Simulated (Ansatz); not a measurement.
C₂H₆BISi, SMILES `IC1CB[SiH2]1`, relaxed with RKS PBE-D4/def2-SVP in Ansatz 0.2.0 from a rough embedded geometry. The force threshold is 0.03 eV/Å; the program also tests the step.

Charge 0, multiplicity 1. I: def2 effective core potential.

Start:

```xyz
11

I     0.617    2.013    1.732
C    -0.057    0.196    0.982
C    -1.027    0.369   -0.162
B    -0.275   -0.356   -1.331
Si    1.201   -0.625   -0.080
H    -0.424   -0.482    1.793
H    -2.008   -0.230    0.062
H    -1.302    1.398   -0.334
H    -0.457   -0.489   -2.517
H     2.357    0.224   -0.356
H     1.374   -2.018    0.212
```

Q: By how much does the energy fall, and how many steps does the optimiser take? (Estimate.)

A: Computed: 72.47 kJ/mol, in 14 steps, 1 of them rejected.

Q: Which bonds change most? (Estimate.)

A: Ansatz gave: I1–C2 from 2.079 to 2.189 Å; C2–Si5 from 1.839 to 1.933 Å; B4–Si5 from 1.953 to 2.039 Å; Si5–H11 from 1.434 to 1.506 Å.

Q: Give the relaxed structure. (Estimate.)

A: The calculation gave: 
```xyz
11

I     0.333    1.757    2.360
C    -0.102    0.118    0.975
C    -1.025    0.440   -0.221
B    -0.432   -0.549   -1.295
Si    1.266   -0.627   -0.169
H    -0.547   -0.663    1.622
H    -2.112    0.556   -0.024
H    -0.704    1.412   -0.691
H    -0.936   -0.975   -2.312
H     2.295    0.406   -0.546
H     1.964   -1.876    0.301
```
